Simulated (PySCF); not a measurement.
## How methods differ on the excitation energy of Zr²⁺

Zr²⁺ [Kr] 4d2 (3F) → Zr²⁺ [Kr] 4d1 5p1 (high-spin determinant), as a difference of total energies. Computed with PySCF 2.14 in aug-cc-pwCVDZ-PP with ECP28MDF (6s6p5d3f, 70 functions), with scalar relativity through the core potential. Correlated levels: valence and next inner shell: nothing frozen outside the core potential. The calculations carry no spin-orbit coupling.

```tsv
method	excitation energy (cm⁻¹)
UHF	54222
MP2 (valence and next inner shell)	53249
SCS-MP2 (valence and next inner shell)	53583
CCSD (valence and next inner shell)	53624
CCSD(T) (valence and next inner shell)	53467
```

The determinant of the upper state mixes LS terms, which raises its energy above the lowest term, most at the Hartree-Fock and MP2 levels.
